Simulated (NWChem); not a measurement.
System: C₃H₇O₂, doublet; SMILES C(C)([CH]O)O

The following NWChem deck was run.

```
start job
memory heap 200 mb stack 900 mb global 1100 mb
geometry units angstroms noautosym nocenter noautoz
  C     -0.753536     1.448761    -0.406955
  C     -0.001168     0.504524     0.547526
  O      1.374617     0.372215     0.141553
  C     -0.537787    -0.898176     0.545716
  O     -0.150010    -1.692274    -0.496355
  H     -0.300570     2.450861    -0.416835
  H     -1.797166     1.562769    -0.094538
  H     -0.740065     1.043741    -1.424505
  H     -0.056015     0.912546     1.569174
  H      1.676266     1.230666    -0.191501
  H     -1.543862    -1.106156     0.897174
  H      0.727430    -1.350455    -0.758629
end
basis spherical
  * library def2-svp
end
dft
  odft
  mult 2
  xc m06-2x
  iterations 150
end
cosmo
  do_cosmo_smd true
  solvent ether
end
task dft energy
```

NWChem printed, in part:

```
             Northwest Computational Chemistry Package (NWChem) 7.3.0
             --------------------------------------------------------

                             Geometry "geometry" -> ""
                             -------------------------

 Output coordinates in angstroms (scale by  1.889725989 to convert to a.u.)

  No.       Tag          Charge          X              Y              Z
 ---- ---------------- ---------- -------------- -------------- --------------
    1 C                    6.0000    -0.75353600     1.44876100    -0.40695500
    2 C                    6.0000    -0.00116800     0.50452400     0.54752600
    3 O                    8.0000     1.37461700     0.37221500     0.14155300
    4 C                    6.0000    -0.53778700    -0.89817600     0.54571600
    5 O                    8.0000    -0.15001000    -1.69227400    -0.49635500
    6 H                    1.0000    -0.30057000     2.45086100    -0.41683500
    7 H                    1.0000    -1.79716600     1.56276900    -0.09453800
    8 H                    1.0000    -0.74006500     1.04374100    -1.42450500
    9 H                    1.0000    -0.05601500     0.91254600     1.56917400
   10 H                    1.0000     1.67626600     1.23066600    -0.19150100
   11 H                    1.0000    -1.54386200    -1.10615600     0.89717400
   12 H                    1.0000     0.72743000    -1.35045500    -0.75862900

 Effective nuclear repulsion energy (a.u.)     187.2621106933

                                 NWChem DFT Module
                                 -----------------

 Summary of "ao basis" -> "ao basis" (spherical)
 ------------------------------------------------------------------------------
       Tag                 Description            Shells   Functions and Types
 ---------------- ------------------------------  ------  ---------------------
 C                          def2-svp                 6       14   3s2p1d
 O                          def2-svp                 6       14   3s2p1d
 H                          def2-svp                 3        5   2s1p

 in cosmo_initialize ...
 calling solv_data for solv:ether

 solvent parameters
 solvname_short: ether
 solvname_long:  diethyl ether
 dielec:        4.2400
 dielecinf:     1.8295
 nonaqueous SMD model solvent descriptors
 dielec:        4.2400
 sola:          0.0000
 solb:          0.4100
 solc:          0.0000
 solg:         23.9600
 solh:          0.0000
 soln:          1.3526

          ---------------
          -cosmo- solvent
          ---------------
 Cosmo: York-Karplus, doi: 10.1021/jp992097l
 dielectric constant -eps-     =   4.24
 screen = (eps-1)/(eps    )    =   0.76415
 surface charge correction     = lagrangian

   van der Waals surface
 --------------------------

[...]

                                COSMO-SMD solvation results
                                ---------------------------

             internal energy in gas <Psi(g)|H|Psi(g)> =      -268.585672321481
         internal energy in solvent <Psi(s)|H|Psi(s)> =      -268.585150374685
                               delta internal energy  =         0.000521946796 (    0.33 kcal/mol)
   total free energy in solvent <Psi(s)|H+V/2|Psi(s)> =      -268.591526115162
 polarization energy contribution <Psi(s)|V/2|Psi(s)> =        -0.006375740476 (   -4.00 kcal/mol)
    total free energy in solvent including G(SMD-CDS) =      -268.594691490015
                       G(SMD-CDS) energy contribution =        -0.003165374853 (   -1.99 kcal/mol)
     1 M fixed-concentration free energy of solvation =        -0.009019168534 (   -5.66 kcal/mol)

                    DFT Final Alpha Molecular Orbital Analysis
                    ------------------------------------------

 Vector   19  Occ=1.000000D+00  E=-3.996317D-01
              MO Center= -6.2D-02, -1.9D-01,  9.4D-02, r^2= 3.2D+00
   Bfn.  Coefficient  Atom+Function         Bfn.  Coefficient  Atom+Function
  ----- ------------  ---------------      ----- ------------  ---------------
    19      0.307326   2 C  py               61      0.268060   5 O  py
    47     -0.222649   4 C  py               46     -0.192073   4 C  px
    64      0.187975   5 O  py                5     -0.182289   1 C  py
    33     -0.165223   3 O  py               96      0.162166  11 H  s
    34      0.147218   3 O  pz               59     -0.146865   5 O  s

 Vector   20  Occ=1.000000D+00  E=-3.561865D-01
              MO Center=  7.2D-01,  4.7D-01,  3.0D-01, r^2= 2.0D+00
   Bfn.  Coefficient  Atom+Function         Bfn.  Coefficient  Atom+Function
  ----- ------------  ---------------      ----- ------------  ---------------
    34      0.472189   3 O  pz               37      0.373151   3 O  pz
    86     -0.258071   9 H  s                20     -0.221471   2 C  pz
    32      0.179964   3 O  px               35      0.152981   3 O  px
    45      0.152382   4 C  s                87     -0.144630   9 H  s
     4      0.122062   1 C  px                6      0.121050   1 C  pz

 Vector   21  Occ=1.000000D+00  E=-2.216275D-01
              MO Center= -3.8D-01, -8.9D-01,  4.3D-01, r^2= 1.9D+00
   Bfn.  Coefficient  Atom+Function         Bfn.  Coefficient  Atom+Function
  ----- ------------  ---------------      ----- ------------  ---------------
    48      0.390880   4 C  pz               51      0.360207   4 C  pz
    46      0.306555   4 C  px               62     -0.252792   5 O  pz
    47     -0.241240   4 C  py               65     -0.234622   5 O  pz
    49      0.229172   4 C  px               45      0.205604   4 C  s
    50     -0.202156   4 C  py                3      0.193205   1 C  s

 Vector   22  Occ=0.000000D+00  E= 8.868652D-02
              MO Center=  7.0D-01,  1.1D+00, -2.4D-01, r^2= 5.5D+00
   Bfn.  Coefficient  Atom+Function         Bfn.  Coefficient  Atom+Function
  ----- ------------  ---------------      ----- ------------  ---------------
     3      0.971495   1 C  s                92     -0.906927  10 H  s
    17      0.807739   2 C  s                72     -0.688988   6 H  s
    31      0.575339   3 O  s                77     -0.513335   7 H  s
    87     -0.482383   9 H  s                82     -0.436334   8 H  s
   102     -0.406986  12 H  s                59      0.382780   5 O  s

 Vector   23  Occ=0.000000D+00  E= 1.333263D-01
              MO Center= -5.0D-01, -8.6D-02,  3.7D-01, r^2= 7.1D+00
   Bfn.  Coefficient  Atom+Function         Bfn.  Coefficient  Atom+Function
  ----- ------------  ---------------      ----- ------------  ---------------
    87      1.017261   9 H  s                97      1.009407  11 H  s
    17     -0.930050   2 C  s                77      0.908990   7 H  s
   102     -0.882114  12 H  s                 3     -0.858864   1 C  s
    59      0.565712   5 O  s                49      0.554649   4 C  px
    45     -0.440591   4 C  s                23     -0.436835   2 C  pz

 Vector   24  Occ=0.000000D+00  E= 1.501353D-01
              MO Center= -2.2D-01,  1.0D+00, -9.3D-01, r^2= 5.6D+00
   Bfn.  Coefficient  Atom+Function         Bfn.  Coefficient  Atom+Function
  ----- ------------  ---------------      ----- ------------  ---------------
     3      2.468121   1 C  s                82     -1.620195   8 H  s
    77     -0.772976   7 H  s                92      0.768810  10 H  s
    17     -0.608157   2 C  s                72     -0.579201   6 H  s
    31     -0.473259   3 O  s               102     -0.369353  12 H  s
     9     -0.363389   1 C  pz               21      0.306669   2 C  px

                     DFT Final Beta Molecular Orbital Analysis
                     -----------------------------------------

 Vector   18  Occ=1.000000D+00  E=-4.100569D-01
              MO Center= -6.8D-02, -8.9D-01, -2.7D-01, r^2= 2.6D+00
   Bfn.  Coefficient  Atom+Function         Bfn.  Coefficient  Atom+Function
  ----- ------------  ---------------      ----- ------------  ---------------
    62      0.338543   5 O  pz               61     -0.298078   5 O  py
    65      0.250095   5 O  pz               64     -0.222703   5 O  py
    60      0.197445   5 O  px                5     -0.163173   1 C  py
    33     -0.152849   3 O  py               63      0.144076   5 O  px
    47     -0.137832   4 C  py               34     -0.130885   3 O  pz

[...]
```

Level: M06-2X/def2-SVP, spin-unrestricted, SMD on the gas-phase geometry. The geometry was optimised at B3LYP/6-31G* (spherical d), spin-unrestricted. No stability test was run on the SCF state. Solvent: diethyl ether.
